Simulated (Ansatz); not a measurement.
Reactions of C$_{3}$H$_{6}$ClNSi (`C=NC([SiH3])=CCl`).

Computed with Ansatz on PBE0-D4/def2-TZVP structures; ΔE is electronic, products minus reactants. CBS: MP2 limit from def2 TZ/QZ plus the TZ coupled-cluster correction, frozen cores. This one scheme is used for every species, atoms too. Double bonds are as drawn, so ΔE can hold a change between cis and trans. No spin–orbit coupling; open shells (•) take unrestricted orbitals. Spin–orbit coupling would lower the free atoms: a little for C, Cl, Si. One conformer a species, not always the lowest.

**Question.** Order these by ΔE at CCSD(T)/CBS, lowest first. (An estimate is asked.)
A. `C=N/C([SiH3])=C\Cl` → `C[Si]1(Cl)CC1=N`
B. `C=N/C([SiH3])=C\Cl` → 3 C• + Cl• + 6 H• + N• + Si•
C. `C=N/C([SiH3])=C\Cl` + H₂ → `[SiH3]/C=C/Cl` + `C=N`
D. `C=N/C([SiH3])=C\Cl` → `C[Si](C)(Cl)C#N`
E. `C=N/C([SiH3])=C\Cl` + H₂O → `O/C([SiH3])=C\Cl` + `C=N`
F. `C=N/C([SiH3])=C\Cl` → `NC1=C(CCl)[SiH2]1`
G. `C=N/C([SiH3])=C\Cl` + H₂O → `C=N/C([SiH3])=C\O` + HCl

**Answer.** D (-92.1 kcal/mol), A (-35.2 kcal/mol), C (-14.4 kcal/mol), F (+0.6 kcal/mol), G (+3.7 kcal/mol), E (+5.7 kcal/mol), B (+1068.9 kcal/mol).

Largest T1 diagnostic: 0.013, for `C=N/C([SiH3])=C\O`.
